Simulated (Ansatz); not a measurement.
`O=C=N[Si](F)(Cl)Cl` + `N[SiH2]F` → `F[SiH2]N[Si](F)(Cl)Cl` + `N=C=O`  (ligand exchange at the Si–N bond)

Calculated with Ansatz (gas phase, PBE0-D4/def2-TZVP geometries, no zero-point term in ΔE). CBS: MP2 limit from def2 TZ/QZ plus the TZ coupled-cluster correction, frozen cores. This one scheme is used for every species. Functionals use def2-TZVPP. B3LYP here is the variant with VWN-RPA as its local correlation; programs differ in this. HSE06 is defined as in plane-wave codes. Each species was taken in one conformer, which may not be the lowest.

```tsv
level	ΔE (kJ/mol)	difference from CCSD(T)/CBS
LDA (SPW92)	21.8	-1.0
revPBE-D4	20.1	-2.7
BLYP-D4	21.6	-1.2
r2SCAN-D4	23.0	0.2
B97M-V	26.4	3.6
PBE0-D4	23.1	0.3
B3LYP-D4	23.8	1.0
r2SCANh-D4	23.7	0.9
r2SCAN0-D4	24.7	1.9
HSE06-D4	23.2	0.4
BHLYP-D4	25.8	3.0
ωB97X-V	23.3	0.5
ωB97M-V	22.6	-0.2
B2PLYP	27.2	4.4
PBE-QIDH	26.1	3.3
PBE	23.9	1.1
revPBE	25.3	2.5
BLYP	27.6	4.8
r2SCAN	23.9	1.1
B3LYP	28.9	6.1
r2SCANh	24.7	1.9
r2SCAN0	25.9	3.1
HSE06	26.1	3.3
BHLYP	31.0	8.2
CAM-B3LYP	28.6	5.8
LC-ωPBE	26.6	3.8
HF/def2-SVP	33.0	10.2
MP2/def2-SVP	23.5	0.7
CCSD/def2-SVP	22.5	-0.3
CCSD(T)/def2-SVP	20.6	-2.2
HF/def2-TZVPP	34.5	11.7
MP2/def2-TZVPP	25.6	2.8
SCS-MP2/def2-TZVPP	26.1	3.3
CCSD/def2-TZVPP	24.3	1.5
CCSD(T)/def2-TZVPP	22.5	-0.3
HF/def2-QZVPP	34.6	11.8
MP2/def2-QZVPP	25.8	3.0
SCS-MP2/def2-QZVPP	26.3	3.5
HF/CBS(def2)	34.6	11.8
MP2/CBS(def2)	25.9	3.1
CCSD(T)/CBS	22.8	0
```

Largest T1 diagnostic among the species: 0.018.

The D4 term adds −5.1 kJ/mol with B3LYP and −3.0 kJ/mol with PBE0; it sums over pairs of atoms, weighted by their polarisabilities, and B3LYP, whose exchange is more repulsive, gets the larger term. In def2-TZVPP, CCSD(T) changes the Hartree–Fock value by −12.0 kJ/mol (the triples alone add −1.8 kJ/mol) and MP2 by −8.9 kJ/mol.
